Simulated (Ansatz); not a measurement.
System: AsF3, net charge -1, doublet state. SMILES of the parent species: F[As](F)F
Geometry from a B3LYP-D3(BJ)/def2-TZVP (Ansatz, a quantum-chemistry and plane-wave program) optimisation:
```xyz
4

F     -0.3173    -1.9221     0.0673
As    -0.2915     0.0205     0.0733
F      1.4415    -0.1014    -0.3623
F     -0.0553     1.9483     0.0263
```
Charge -1, spin multiplicity 2.

Parts of the frozen-core correlation energy in cc-pVDZ (Ansatz, hartree). Frozen orbitals: 17; correlated occupied orbitals by spin: 14 and 13; virtual: 38 and 39. Open shells are spin-unrestricted. No spin-orbit coupling. Non-relativistic.

```csv
term,value
reference (HF),-2532.54560
MP2 opposite-spin,-0.48222
MP2 same-spin,-0.18219
CCSD correlation,-0.67633
(T),-0.01216
T1 diagnostic,0.018
largest doubles amplitude,0.056
<S^2> of the reference,0.774
```
